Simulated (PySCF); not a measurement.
LDA on Si⁺ (silicon, charge +1), [Ne] 3s1 3p1 4s1, high-spin 4P determinant (an excited configuration). Computed with PySCF 2.14 in x2c-QZVPPall with one added diffuse shell each of s, p, d, f type (10s7p5d3f1g, 86 functions), with scalar relativity by spin-free X2C-1e.

```
cycle= 1 E= -287.992973347995  delta_E= -0.0139  |g|= 0.059  |ddm|= 1.01
cycle= 2 E= -287.993748041748  delta_E= -0.000775  |g|= 0.0229  |ddm|= 0.234
cycle= 3 E= -287.99402719985  delta_E= -0.000279  |g|= 0.00413  |ddm|= 0.205
cycle= 4 E= -287.994060128328  delta_E= -3.29e-05  |g|= 0.00171  |ddm|= 0.0388
cycle= 5 E= -287.99406959815  delta_E= -9.47e-06  |g|= 0.00118  |ddm|= 0.0415
cycle= 6 E= -287.99407383689  delta_E= -4.24e-06  |g|= 3.3e-05  |ddm|= 0.0297
cycle= 7 E= -287.994073850236  delta_E= -1.33e-08  |g|= 3.88e-05  |ddm|= 0.00177
cycle= 8 E= -287.994073853563  delta_E= -3.33e-09  |g|= 9.56e-07  |ddm|= 0.000758
cycle= 9 E= -287.994073853565  delta_E= -1.93e-12  |g|= 1.31e-07  |ddm|= 1.93e-05
converged SCF energy = -287.994073853565  <S^2> = 3.7500557  2S+1 = 4.0000279
```

Highest occupied orbital energy: -6.267 eV; ⟨L²⟩ = 4.65; populations by l: s 5.56, p 7.00, d 0.44, f 0.00.

(1) Can this result be used?

## Answers

(1) Not for this state. The calculation finished and met its thresholds. ⟨L²⟩ = 4.65 against 2 for a pure P term, so this real determinant mixes terms. The outer electron is Rydberg-like, and this basis confines it to a smaller radius and binds it less than a complete one would. The s, p, d and f populations moved away from the nominal configuration during the SCF.
